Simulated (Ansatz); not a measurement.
## What each rung costs, and what it gives

Saddle point of BNH$_{5}$ClO$_{2}$, closed shell (BNH₅O₂ ([NH3][B]([OH])[OH]) + Cl → BNH₅ClO₂ ([NH3][B]([OH])([OH])[Cl]); bonds formed: B1–Cl6), PBE0-D4/def2-TZVP structure:

| atom | x (Å) | y (Å) | z (Å) |
| --- | --- | --- | --- |
| B1 | -0.2851 | -0.4005 | -0.2425 |
| N2 | 0.8609 | 0.6413 | -0.3692 |
| O3 | -0.0951 | -1.5384 | 0.4672 |
| O4 | -1.2360 | -0.2174 | -1.1802 |
| H5 | 0.6770 | 1.1360 | 0.5736 |
| Cl6 | -0.5716 | 1.0172 | 1.9876 |
| H7 | 1.7888 | 0.2312 | -0.3999 |
| H8 | 0.7266 | 1.2833 | -1.1443 |
| H9 | 0.1028 | -1.3206 | 1.3888 |
| H10 | -1.9684 | -0.8320 | -1.0809 |

Barriers are electronic and count from the start structure reached by relaxing down the imaginary mode.

Program: Ansatz 0.2.0. Basis: as named in each row. Cores are frozen in the correlated methods. B3LYP uses VWN-RPA correlation. Extrapolation: Hartree–Fock as exp(−7.88 √X), correlation as X^−2.97.

Times are rough, for one single point on 4 threads of a shared host (Intel Xeon).

The estimate by CCSD(T) at an estimated basis limit (MP2 extrapolated from triple and quadruple zeta, plus CCSD(T) − MP2 in triple zeta) is 0.340 eV.

```
      method       basis  time (s)  barrier (eV)  method less estimate
          HF      STO-3G   under 1         0.707                 0.367
      PBE-D4      STO-3G   under 1         1.068                 0.727
       SPW92    def2-SVP   under 1         0.405                 0.064
    B3LYP-D4       6-31G         1         0.356                 0.015
      PBE-D4    def2-SVP         1         0.366                 0.025
     PBE0-D4    def2-SVP         2         0.333                -0.007
       SPW92  def2-TZVPP         3         0.450                 0.109
     BLYP-D4  def2-TZVPP         4         0.396                 0.056
      PBE-D4  def2-TZVPP         4         0.401                 0.061
     wB97M-V    def2-SVP         5         0.265                -0.076
     PBE0-D4  def2-TZVPP         6         0.370                 0.030
    B3LYP-D4  def2-TZVPP         6         0.376                 0.036
    BHLYP-D4  def2-TZVPP         6         0.329                -0.011
   r2SCAN-D4  def2-TZVPP         6         0.373                 0.032
CAM-B3LYP-D4  def2-TZVPP         6         0.380                 0.040
     CCSD(T)    def2-SVP         8         0.312                -0.029
  r2SCAN0-D4  def2-TZVPP         8         0.349                 0.008
  RPA on PBE  def2-TZVPP        10         0.346                 0.005
      B97M-V  def2-TZVPP        11         0.317                -0.023
      B2PLYP  def2-TZVPP        11         0.368                 0.028
    PBE-QIDH  def2-TZVPP        11         0.344                 0.004
     wB97X-V  def2-TZVPP        12         0.333                -0.008
     wB97M-V  def2-TZVPP        12         0.303                -0.037
         MP2  def2-QZVPP        37         0.351                 0.011
     CCSD(T)  def2-TZVPP       160         0.330                -0.011
```

All methods are single points on the PBE0-D4 structures.

T1 diagnostic: at most 0.013.

Labels in which every atom is bracketed show which atoms are joined, not bond orders.
